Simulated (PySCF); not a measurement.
Structure problem from calculated spectra and properties.

Elements present: C, H and N. Monoisotopic mass: 135.0796 u.

| Property | Result |
| --- | --- |
| Dipole | 0.88 D [PBE0/pcSseg-1] |
| Rotational structure | rotational constants A, B, C: 2.630, 1.064, 0.765 GHz [GFN2-xTB] |
| 13C NMR | chemical shifts (computed TMS as zero) by class: 183.7 (1 C), 176.3 (1 C), 171.4 (1 C), 149.8 (1 C), 134.9 (1 C), 28.9 (1 C), 22.5 (1 C) ppm [GIAO PBE0/pcSseg-1] |
| NMR, other nuclei | isotropic shieldings of nuclei other than C and H, by class: -41 (1 N), -36 (1 N), -26 (1 N) ppm [GIAO PBE0/pcSseg-1] |
| 1H NMR | chemical shifts (computed TMS as zero) by class: 9.20 (1 H), 7.72 (1 H), 6.20 (1 H), 2.84 (3 H), 2.33 (3 H) ppm [GIAO PBE0/pcSseg-1] |

Electronic properties: PySCF, gas phase, density fitting. Levels stand in brackets. The structure is a single GFN2-xTB conformer in the gas phase; no vibrational or solvent corrections. NMR values are class means; diastereotopic atoms form classes of their own.

Question: Which formula fits the mass and the elements?

Answer: C7H9N3 (calculated 135.0796). No other formula that holds each of these elements comes within 0.0003 u with a fitting electron parity and a possible valence count.

Question: Propose a structure and show how it fits.

Answer: Numbering: `[CH2:1]=[C:2]([CH3:3])[c:4]1[n:5][cH:6][n:7][c:8]([CH3:9])[n:10]1`. Its formula, C7H9N3, gives 5 degrees of unsaturation: 1 ring and 4 π bonds in the structure found (Kekulé form). 7 carbons fall into 7 classes; from least to most shielded: substituted aromatic carbon [C8] (183.7 ppm), substituted aromatic carbon [C4] (176.3 ppm), aromatic CH next to a ring nitrogen [C6] (171.4 ppm), fully substituted alkene carbon [C2] (149.8 ppm), terminal =CH2 carbon [C1] (134.9 ppm), benzylic-type carbon [C9] (28.9 ppm), allylic carbon [C3] (22.5 ppm). Hydrogen classes from least to most shielded: 1 H on an aromatic CH next to a ring nitrogen, C6 (9.20 ppm), 1 H on a terminal =CH2 carbon, C1 (7.72 ppm), 1 H on a terminal =CH2 carbon, C1 (6.20 ppm), 3 H on a benzylic-type carbon, C9 (2.84 ppm), 3 H on an allylic carbon, C3 (2.33 ppm). The other shieldings belong to: -41 ppm, pyridine-type nitrogen [N7]; -36 ppm, pyridine-type nitrogen [N10]; -26 ppm, pyridine-type nitrogen [N5]. By its constants the optimised geometry is an asymmetric top. Structure: `C(C)(=C)c1nc(ncn1)C`. Computed isomers that give other values at the same levels: `C#Cc1nn(CC)nc1C` (13C chemical shifts (computed TMS as zero) by class: 155.2 (1 C), 133.9 (1 C), 92.8 (1 C), 79.3 (1 C), 51.4 (1 C), 19.4 (1 C), 13.2 (1 C) ppm); `CCCn1nccc1C#N` (13C chemical shifts (computed TMS as zero) by class: 141.5 (1 C), 123.6 (1 C), 118.1 (1 C), 116.9 (1 C), 55.2 (1 C), 29.8 (1 C), 13.4 (1 C) ppm); `CCCn1ccc(C#N)n1` (13C chemical shifts (computed TMS as zero) by class: 135.1 (1 C), 130.7 (1 C), 120.4 (1 C), 119.5 (1 C), 57.0 (1 C), 28.4 (1 C), 13.8 (1 C) ppm). The assignments are read from this structure; whether some other isomer fits the data as well wasn't checked.

The values belong to the conformer `[CH2:1]=[C:2]([CH3:3])[c:4]1[n:5][cH:6][n:7][c:8]([CH3:9])[n:10]1`: C1–C2–C4–N5 0°.
